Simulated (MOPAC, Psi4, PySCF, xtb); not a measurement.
Two geometries of Si(OMe)(SeH)3, SMILES CO[Si]([SeH])([SeH])[SeH], singlet, relaxed at B3LYP-D3(BJ)/def2-SVP with one dihedral held; other torsions can differ between them too.

Structure A

```
12

C     -1.7123     0.0049     1.9589
O     -0.9847    -0.1343     0.7556
Si     0.6023     0.2032     0.4412
Se     1.5061     0.9923     2.4122
Se     0.9339     1.8951    -1.0695
Se     1.4033    -1.7804    -0.3782
H     -1.7856     1.0623     2.2681
H     -2.7296    -0.3785     1.7911
H     -1.2541    -0.5728     2.7808
H      2.8234     1.2015     1.7832
H      0.6170     1.0409    -2.2326
H      2.6623    -1.1669    -0.8437
```

Structure B

```
12

C      1.9732    -0.4714     1.7569
O      1.1181    -0.4182     0.6337
Si    -0.3645     0.2998     0.4958
Se    -0.2833     1.2241    -1.5957
Se    -2.1531    -1.1172     0.7199
Se    -0.5548     1.7686     2.2670
H      2.2444     0.5400     2.1084
H      2.8957    -0.9929     1.4614
H      1.5116    -1.0245     2.5934
H     -1.7454     1.4193    -1.6381
H     -1.9437    -1.7386    -0.6046
H     -1.8520     2.2664     1.7728
```

Problem. Which is lower in energy at the level B3LYP-D3(BJ)/def2-TZVP // B3LYP-D3(BJ)/def2-SVP (Psi4), and by how much?

Solution. B is lower, by 0.53 kcal/mol (dihedral Se4–Si3–O2–C1: 0° in A, 140° in B).

E(B) − E(A) in kcal/mol at the other levels, on the same two geometries: B3LYP/def2-TZVP // B3LYP-D3(BJ)/def2-SVP (Psi4) -0.52; PBE/def2-TZVP // B3LYP-D3(BJ)/def2-SVP (Psi4) -0.55; PBE-D3(BJ)/def2-TZVP // B3LYP-D3(BJ)/def2-SVP (Psi4) -0.56; r2SCAN/def2-TZVP // B3LYP-D3(BJ)/def2-SVP (Psi4) -0.55; PM7, restricted, heats of formation // B3LYP-D3(BJ)/def2-SVP (MOPAC) -0.56; PM6, restricted, heats of formation // B3LYP-D3(BJ)/def2-SVP (MOPAC) -0.19; GFN1-xTB // B3LYP-D3(BJ)/def2-SVP (xtb) 0.06; restricted B3LYP/6-31G*, spherical d, density fitting // B3LYP-D3(BJ)/def2-SVP (PySCF) -0.54; restricted B3LYP/3-21G, density fitting // B3LYP-D3(BJ)/def2-SVP (PySCF) -0.70; restricted Hartree-Fock/LANL2DZ, with its core potentials past Ne // B3LYP-D3(BJ)/def2-SVP (PySCF) -0.31.
